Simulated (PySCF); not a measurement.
**Excitation energies in several basis sets**

Diisopropyl ether, C6H14O.
Z-matrix (Å and degrees, PBE0-D3(BJ)/def2-SVP geometry), rows numbered from 1:
```
C 
C   1  1.5221
C   2  1.5161  1  112.39
O   2  1.4113  1  110.68  3  -119.64
C   4  1.4115  2  116.27  1   -84.30
C   5  1.5161  4  107.06  2   153.40
C   5  1.5221  4  110.69  2   -83.82
H   1  1.1005  2  111.37  3   179.98
H   1  1.1006  2  111.19  3   -59.83
H   1  1.1009  2  109.83  3    60.35
H   2  1.1089  1  108.69  3   120.04
H   3  1.0994  2  110.37  1   178.63
H   3  1.0999  2  111.23  1    57.71
H   3  1.1009  2  109.86  1   -62.43
H   5  1.1089  4  109.55  2    36.03
H   6  1.1000  5  111.21  4   179.88
H   6  1.1009  5  109.90  4    59.73
H   6  1.0994  5  110.35  4   -59.25
H   7  1.1005  5  111.35  4    59.54
H   7  1.1009  5  109.87  4   -60.10
H   7  1.1006  5  111.20  4   179.70
```

TDDFT with PBE0 (PySCF), vertical singlets, core orbitals frozen in the response, spherical d and f functions. Geometry: PBE0-D3(BJ)/def2-SVP, one conformer, isolated molecule.

```tsv
basis	functions	diffuse	S1 (eV)	S2 (eV)	S3 (eV)	S4 (eV)	S5 (eV)	LUMO (eV)	α (au)
6-31G*	126	no	8.00	9.14	9.16	9.30	9.48	2.50	68.9
6-31+G*	154	yes	6.55	7.06	7.17	7.22	7.75	0.50	76.5
def2-SVP	168	no	7.43	8.40	8.49	8.68	8.83	1.65	71.6
def2-SVPD	255	yes	6.78	7.50	7.56	7.62	8.16	0.69	81.1
aug-cc-pVDZ	287	yes	6.13	6.66	6.69	6.70	7.29	-0.07	83.2
```

Compare the sets with the largest diffuse one.

States are compared by their number. Against the largest diffuse basis here (aug-cc-pVDZ, itself not a converged limit), sets without diffuse functions differ by up to 1.86 eV in S1 and 2.19 eV in S5; the smaller diffuse sets differ by up to 0.65 and 0.87 eV. State by state, the largest deviation of a set without diffuse functions is S1 1.86, S2 2.48, S3 2.47, S4 2.60, S5 2.19 eV. The same number needn't mean the same state in each row. Against aug-cc-pVDZ the polarisability deviates by -17% in 6-31G*, -8% in 6-31+G*, -14% in def2-SVP, -3% in def2-SVPD. A single + in a Pople set puts diffuse functions on heavy atoms only.
